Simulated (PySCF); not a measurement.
An element was calculated at PBE (PySCF 2.14, spin-free X2C, a double-zeta basis, no spin-orbit coupling), in the ground configurations that NIST lists.

- first ionisation energy: 6.019 eV
- second ionisation energy: 11.863 eV
- third ionisation energy: 23.682 eV

Q: Which element is it?

A: Dysprosium (Dy, Z = 66), in cc-pVDZ-X2C. NIST lists 5.939, 11.647 ± 0.02, 22.89 ± 0.03 eV for these ionisation energies.
